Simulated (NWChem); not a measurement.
Species: Au$_{2}$; SMILES [Au][Au]

All runs: NWChem. def2 effective core potentials on Au; no spin-orbit coupling. B3LYP is NWChem's, with the RPA form of VWN correlation. The level has its own optimisation; frequencies are unscaled.

What does the run give for B3LYP/def2-TZVP? Quantities: r Au–Au (Å); highest harmonic frequency (cm⁻¹); zero-point energy (kcal/mol).

The r Au–Au (Å) comes out as 2.554, the highest harmonic frequency (cm⁻¹) comes out as 167 and the zero-point energy (kcal/mol) is 0.2.
